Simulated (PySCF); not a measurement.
# From computed data to an observable: refractive index and permittivity of the vapour

(3S)-3-sulfanylbutan-2-one (C4H8OS), SMILES [C@@H](C)(S)C(C)=O.

The structure is a stationary point at B3LYP-D3(BJ)/def2-SVP. One conformer was computed; it need not be the lowest.

ωB97X/def2-TZVP in PySCF gives a mean static polarisability of 68.7 bohr³ and a dipole moment of 3.44 D. Take an ideal gas at 298.15 K and 0.1 bar, whether or not the substance is that volatile.

Work out n − 1 in the optical limit and the static ε − 1.


Polarisability volume α' = 68.7 × 0.148185 = 10.18 Å³. Number density N = p/kT = 2.43e-6 Å⁻³.
Dilute limit of Lorentz–Lorenz: n − 1 = 2π N α' = 0.00016.
Orientation term of Debye: μ²/(3kT) = 8.098 Å³ × μ²(D²) = 95.83 Å³.
ε − 1 = 4π N (α' + μ²/3kT) = 0.0032. Orientation of the dipole supplies 90 % of the static response; it can't follow optical fields. Vibrational polarisation and dispersion are left out.
